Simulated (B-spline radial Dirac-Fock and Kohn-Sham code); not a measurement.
**F⁵⁺: input and output of one calculation**

ΔSCF core binding energies without Breit or QED terms, calculated with a radial atomic solver. Keys: rel is the Hamiltonian (dirac, or spin-free x2c and nr, where L3 and M5 stand for the whole 2p and 3d shells), method is hf or an exchange,correlation pair (spin-unpolarised, also for the hole states), nuc the nuclear model, radius_factor scales its radius, rmax is the box in bohr, h the logarithmic mesh step, order the B-spline order, points the quadrature points per cell, c_factor scales the speed of light, and damp, ndamp, maxit and tol steer the iteration. The run stops when the commutator error falls below 10·tol·max(1, Z/10), or the numerical noise floor, and the energy has settled to about 1e-8 Ha; the virial ratio is −V/T.

Input (task.json):

```json
{"items": [{"Z": 9, "q": 5, "cfg": [[1, 0, 2], [2, 0, 2]], "A": 19, "rrms": 2.8976, "do": "settings", "holes": ["K", "L3", "M5"],
  "settings": [{"rel": "dirac", "method": "hf", "nuc": "fermi", "radius_factor": 1.0, "rmax": 45.0, "h": 0.3, "order": 8, "points": 10, "c_factor": 1.0, "maxit": 60, "damp": 0.5, "ndamp": 3, "tol": 1e-08}]}]}
```

Command: `python xray2_run.py task.json out`

Ground-state iterations:

```
iter   energy (Ha)        error
   1      -87.28053921  9.69e-01
   2      -88.02599950  2.88e-02
   3      -88.02684723  1.48e-02
   4      -88.02709662  7.64e-03
   5      -88.02720038  5.69e-04
   6      -88.02720132  3.99e-05
   7      -88.02720133  6.57e-07
   8      -88.02720133  1.89e-08
```

The ground state converged in 8 iterations, with total energy -88.02720 Ha, virial ratio 1.99788 and highest orbital energy -154.34 eV. ΔSCF binding energies: K (1s) 868.6 eV. Holes are computed only in closed shells, and unreliable hole states are left out.
